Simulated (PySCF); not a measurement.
```xyz
4
charge 0 multiplicity 3, angstrom
Ir    0.0927    0.0000    0.0000
Cl    2.2998    0.0000    0.0000
Cl   -1.4058    1.6210    0.0000
Cl   -1.4058   -1.6210    0.0000
```

Computed with PySCF, UPBE0, basis Ir def2-SVP with ECP60, Cl def2-SVP (scalar-relativistic core potentials, no spin–orbit coupling, density fitting).

This geometry of IrCl3 is a stationary point at this level.

(1) What is the point group?

(2) Is it a minimum?

(3) Which band is strongest in the infrared?

(4) What are the dipole moment and the gap between the highest occupied and lowest empty levels of either spin?

Answers

(1) C2v.

(2) No: it has 1 imaginary mode, at 84i cm⁻¹ (b2).

(3) 378 cm⁻¹ (b2), 54 km/mol.

(4) 0.58 D and 2.89 eV.

Other isomers or separated fragments may lie lower. Open d and f shells are described by one determinant, and the ground state may have another occupation or spin. At this level a triplet minimum of C2v symmetry lies 11 kJ/mol below this structure. Spin–orbit coupling, left out here, can matter for elements this heavy.
